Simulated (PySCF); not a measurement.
# Dipole response of Be (beryllium, neutral)

[He] 2s2, closed-shell 1S. Calculation: PySCF 2.14, in x2c-QZVPPall with one added diffuse shell each of s, p type (8s5p2d1f, 40 functions); the spin-free X2C one-electron Hamiltonian (Gaussian nucleus). Coupled (time-dependent) response in atomic units; α is the mean over directions.

| method | mean α (bohr³) | C₆ (like pair) | S(−4) |
| --- | --- | --- | --- |
| UHF | 45.58 | 282.2 | 1431 |
| PBE | 42.91 | 257.1 | 1281 |
| PBE0 | 42.97 | 258.0 | 1278 |
| BP86 | 43.28 | 260.8 | 1298 |
| M06-2X | 41.48 | 232.0 | 1335 |

S(−4) is the Cauchy moment in α(ω) = α(0) + S(−4) ω² + …

Reference α: 37.74 ± 0.03 bohr³ (recommended; Schwerdtfeger and Nagle, table of static dipole polarizabilities (2023 update)). Published C₆: 227.0 (Chu and Dalgarno (2004); Tang, Norbeck and Certain (1976)).

Hartree-Fock lies above the reference because it lacks correlation, which contracts the outer shell.

α(iu) at PBE:

| u (hartree) | α(iu) (bohr³) |
| --- | --- |
| 0 | 42.91 |
| 0.0500 | 39.93 |
| 0.100 | 33.09 |
| 0.200 | 19.81 |
| 0.300 | 12.02 |
| 0.500 | 5.491 |
| 0.750 | 2.760 |
| 1.00 | 1.668 |
| 1.50 | 0.8162 |
| 2.00 | 0.4942 |
| 3.00 | 0.2472 |
| 5.00 | 0.1046 |
